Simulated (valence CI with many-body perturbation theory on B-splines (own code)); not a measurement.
## Ag42+: calculated level list

Calculated by relativistic CI+MBPT: three valence electrons over a frozen Dirac-Fock core [He], a basis of 11 s, 11 p, 10 d, 8 f, 5 g, 2 h functions for each j, with the one-electron correlation potential Σ1 (screened to all orders), the two-electron term Σ2, the three-electron term Σ3, Breit, model QED; selected single and double excitations, second order for the rest, scaled by the run's own slope (own B-spline code, finite nucleus).

No measured spectrum was set against this ion. As an estimate, large intervals hold to a few tenths of a per cent, small ones and those within an open d or f shell to about a per cent.

Levels 181 to 197 of 197, with energies above the lowest level, (2s^2 2p1/2) J=1/2. "Leading %" is the weight of the configuration and term that name the level; weights of strongly mixed levels are sums over their largest components and can fall short. In the jj column 3d3/2^4 stands for four electrons in 3d with j = 3/2. Lifetimes count E1, E2, E3, M1 and M2 decay at the calculated energies, and are blank where another channel may lead or the interval is too uncertain; long ones can be off by a factor of two.

```tsv
No.	Configuration	Term	J	E (Ry)	Leading %	g	Lifetime	Leading jj
181	2s.2p.4d	2D°	5/2	403.30	46	1.286	10.4 fs	2s 2p3/2 4d5/2 (99 %)
182	2s.2p.4d	2D°	3/2	403.47	37	1.185	11.9 fs	2s 2p3/2 4d5/2 (97 %)
183	2s.2p.4d	2F°	7/2	403.49	68	1.227	7.06 fs	2s 2p3/2 4d5/2 (80 %)
184	2s.2p.4f	4F	7/2	403.75	39	1.124	20.4 fs	2s 2p3/2 4f5/2 (100 %)
185	2s.2p.4d	2P°	1/2	403.79	82	0.710	9.44 fs	2s 2p3/2 4d5/2 (98 %)
186	2s.2p.4f	4F	5/2	403.79	47	1.067	20.3 fs	2s 2p3/2 4f5/2 (100 %)
187	2s.2p.4f	4G	9/2	403.84	53	1.184	20.6 fs	2s 2p3/2 4f5/2 (85 %)
188	2s.2p.4f	4D	3/2	403.88	62	0.931	20.3 fs	2s 2p3/2 4f5/2 (99 %)
189	2s.2p.4f	4D	1/2	403.95	100	0.012	20.3 fs	2s 2p3/2 4f5/2 (100 %)
190	2s.2p.4f	2F	7/2	404.04	39	1.198	20.7 fs	2s 2p3/2 4f7/2 (100 %)
191	2s.2p.4f	2G	9/2	404.04	58	1.195	21.0 fs	2s 2p3/2 4f7/2 (85 %)
192	2s.2p.4f	4G	11/2	404.04	100	1.266	20.7 fs	2s 2p3/2 4f7/2 (100 %)
193	2s.2p.4p	2P	1/2	404.05	56	1.177	24.7 fs	2s 2p3/2 4p1/2 (97 %)
194	2s.2p.4p	2D	3/2	404.07	65	0.954	34.5 fs	2s 2p3/2 4p1/2 (94 %)
195	2s.2p.4f	2F	5/2	404.13	35	1.124	20.7 fs	2s 2p3/2 4f7/2 (100 %)
196	2s.2p.4f	2D	3/2	404.25	74	0.870	21.1 fs	2s 2p3/2 4f7/2 (97 %)
197	2s.2p.4p	2D	5/2	405.64	82	1.237	29.9 fs	2s 2p3/2 4p3/2 (97 %)
```

Where two levels of one J and parity lie close, their mixing, g and order are uncertain.
